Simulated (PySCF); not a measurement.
A GIAO shielding run with PySCF 2.14.0 with density-fitted response routines (density fitting, non-relativistic, gas phase) on SMILES CCC[C@@H]1CO[C@H]([SiH3])C1, C$_{7}$H$_{16}$OSi:

```
$ OMP_NUM_THREADS=1 python probes_run.py task.json out

{"job": {"kind": "nmr", "xc": "PBE0", "basis": "pcSseg-1"}, "charge": 0, "multiplicity": 1}
C      3.654278     0.700341     0.261032
C      2.242291     0.392765     0.743858
C      1.437489    -0.358046    -0.315057
C      0.050120    -0.751865     0.178065
C     -0.747320    -1.562659    -0.852759
O     -2.118938    -1.275450    -0.658420
C     -2.267991    -0.242932     0.325776
Si    -3.695648     0.839516    -0.321668
C     -0.899145     0.422364     0.433497
H      3.625430     1.315440    -0.635594
H      4.212562     1.235058     1.025645
H      4.186840    -0.219046     0.027340
H      1.733693     1.325766     0.993382
H      2.293547    -0.211077     1.652749
H      1.979437    -1.263451    -0.600512
H      1.340977     0.266016    -1.207032
H      0.146683    -1.339023     1.097760
H     -0.467774    -1.270804    -1.874862
H     -0.591741    -2.641609    -0.747790
H     -2.504930    -0.723870     1.288490
H     -3.979726     1.882173     0.670311
H     -3.252488     1.445288    -1.577555
H     -4.865321    -0.006237    -0.532915
H     -0.752227     0.892154     1.403373
H     -0.771034     1.173333    -0.348910
```

Hardware: 1 thread of an Intel Xeon, shared host. The job also computes population analyses, field gradients, ring-centre shieldings.

(1) How large is the calculation?

(2) How long does it take, and how much memory does it need?

Results:

(1) 80 electrons, 240 basis functions and 1263 auxiliary functions.

(2) 3.8 min of wall time, with 12 SCF cycles and 4 response iterations; peak memory 1.1 GiB. Times on a shared host scatter by some tens of per cent.
